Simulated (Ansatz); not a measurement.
Cost and result for the atomization energy of CH8FNSi2 (`FCN[SiH2][SiH3]`) (13 atoms, 12 bonds).

```json
{"atom": "F1", "x (Å)": "1.233", "y (Å)": "0.441", "z (Å)": "-1.757"}
{"atom": "C2", "x (Å)": "0.913", "y (Å)": "-0.902", "z (Å)": "-1.497"}
{"atom": "N3", "x (Å)": "0.760", "y (Å)": "-1.167", "z (Å)": "-0.127"}
{"atom": "Si4", "x (Å)": "-0.622", "y (Å)": "-0.610", "z (Å)": "0.778"}
{"atom": "Si5", "x (Å)": "-0.793", "y (Å)": "1.724", "z (Å)": "0.957"}
{"atom": "H6", "x (Å)": "1.724", "y (Å)": "-1.493", "z (Å)": "-1.929"}
{"atom": "H7", "x (Å)": "-0.022", "y (Å)": "-1.097", "z (Å)": "-2.029"}
{"atom": "H8", "x (Å)": "1.636", "y (Å)": "-1.240", "z (Å)": "0.369"}
{"atom": "H9", "x (Å)": "-0.502", "y (Å)": "-1.219", "z (Å)": "2.130"}
{"atom": "H10", "x (Å)": "-1.832", "y (Å)": "-1.144", "z (Å)": "0.093"}
{"atom": "H11", "x (Å)": "-1.908", "y (Å)": "2.085", "z (Å)": "1.877"}
{"atom": "H12", "x (Å)": "-1.057", "y (Å)": "2.335", "z (Å)": "-0.372"}
{"atom": "H13", "x (Å)": "0.470", "y (Å)": "2.287", "z (Å)": "1.507"}
```

The species carries charge 0 and has multiplicity 1. Geometry: relaxed with PBE0-D4/def2-TZVP. It is one conformer, not always the lowest. Program: Ansatz. All runs use 4 threads of an Arm Neoverse V1 on a shared host. Times are those of one run each, without the atoms' runs, and a repeat can differ threefold. Electronic energies, without spin–orbit coupling; frozen cores. CCSD(T)/CBS adds CCSD(T) − MP2 in def2-TZVPP to the MP2 limit, and its time is that of the two runs behind it. T1 = 0.012. B3LYP takes the VWN-RPA correlation (the form of Gaussian; ORCA's B3LYP/G).

CCSD(T)/CBS is a level of theory with its own doubt, some kJ/mol a heavy atom from the limit and from the frozen cores, so smaller differences don't rank the functionals.

| level | functions | wall time |
| --- | --- | --- |
| PBE-D4/def2-TZVPP (with forces) | 289 | 3.7 s |
| PBE0-D4/def2-TZVPP | 289 | 4.8 s |
| r2SCAN-D4/def2-TZVPP (with forces) | 289 | 7.5 s |
| B3LYP-D4/def2-TZVPP (with forces) | 289 | 7.5 s |
| B2PLYP/def2-TZVPP | 289 | 8.5 s |
| ωB97X-V/def2-TZVPP | 289 | 12 s |
| ωB97M-V/def2-TZVPP (with forces) | 289 | 18 s |
| MP2/def2-QZVPP | 551 | 37 s |
| CCSD(T)/def2-TZVPP | 289 | 5.8 min |
| CCSD(T)/CBS(def2) | – | 6.4 min |

Q: What atomization energy does each give, and how far from CCSD(T)/CBS? (An estimate is asked.)

A: Ansatz gave: 
| level | atomization (kcal/mol) | difference from CCSD(T)/CBS | per bond |
| --- | --- | --- | --- |
| PBE-D4/def2-TZVPP (with forces) | 1038.7 | 8.7 | 0.7 |
| PBE0-D4/def2-TZVPP | 1024.0 | -6.0 | -0.5 |
| r2SCAN-D4/def2-TZVPP (with forces) | 1027.8 | -2.2 | -0.2 |
| B3LYP-D4/def2-TZVPP (with forces) | 1031.4 | 1.4 | 0.1 |
| B2PLYP/def2-TZVPP | 1016.6 | -13.4 | -1.1 |
| ωB97X-V/def2-TZVPP | 1038.0 | 8.0 | 0.7 |
| ωB97M-V/def2-TZVPP (with forces) | 1032.0 | 2.0 | 0.2 |
| MP2/def2-QZVPP | 1023.1 | -6.9 | -0.6 |
| CCSD(T)/def2-TZVPP | 1001.4 | -28.6 | -2.4 |
| CCSD(T)/CBS(def2) | 1030.0 | 0.0 | 0.0 |

The D4 term adds +10.4 kcal/mol with B3LYP and +5.5 kcal/mol with PBE0; it sums over pairs of atoms, weighted by their polarisabilities, and B3LYP, whose exchange is more repulsive, gets the larger term. In def2-TZVPP, CCSD(T) changes the Hartree–Fock value by +254.7 kcal/mol (the triples alone add +12.7 kcal/mol) and MP2 by +259.3 kcal/mol; breaking electron pairs costs correlation energy, which Hartree–Fock lacks. From PBE to PBE0 (25 % exact exchange), in def2-TZVPP and without D4, the atomization energy moves by −13.8 kcal/mol: exact exchange takes away binding that semilocal exchange gives to molecules.
